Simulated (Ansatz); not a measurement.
Relaxation of CH$_{5}$BClN (9 atoms, charge 0, multiplicity 1), to a largest force component of 0.02 eV/Å in at most 40 steps.

Method: RKS PBE0-D4/def2-SVP (Ansatz 0.2.0).

```xyz
9
Properties=species:S:1:pos:R:3
B 0.000 0.000 0.000
C 0.000 0.000 1.600
H -1.000 -0.309 1.970
H 0.768 -0.711 1.970
H 0.232 1.020 1.970
N 1.342 0.000 -0.775
H 1.809 -0.918 -1.027
H 1.794 0.918 -1.053
Cl -1.611 0.000 -0.930
```

Task: Where does it end, and by what steps?

Result: The forces met the threshold. After 11 steps the energy has fallen by 1.604 eV; H8 moved furthest, 1.22 Å.

| step | energy less start (eV) | largest force component (eV/Å) | accepted |
| --- | --- | --- | --- |
| 0 | 0.0000 | 1.981 | yes |
| 1 | -0.4250 | 1.485 | yes |
| 2 | -0.6407 | 1.455 | yes |
| 3 | -0.8380 | 0.612 | yes |
| 4 | -1.0510 | 0.864 | yes |
| 5 | -1.3046 | 0.906 | yes |
| 6 | -1.5008 | 0.618 | yes |
| 7 | -1.5824 | 0.479 | yes |
| 8 | -1.6010 | 0.105 | yes |
| 9 | -1.6025 | 0.099 | yes |
| 10 | -1.6034 | 0.173 | yes |
| 11 | -1.6040 | 0.014 | yes |

```xyz
9
Properties=species:S:1:pos:R:3
B 0.106 0.176 0.016
C 0.028 -0.089 1.561
H -0.821 -0.753 1.793
H 0.942 -0.540 1.976
H -0.167 0.853 2.099
N 1.226 -0.103 -0.764
H 2.070 -0.502 -0.376
H 1.261 0.076 -1.759
Cl -1.312 0.882 -0.820
```

Run time: 51 s on 1 thread of Arm Neoverse V1 (shared host), peak memory 0.16 GiB.
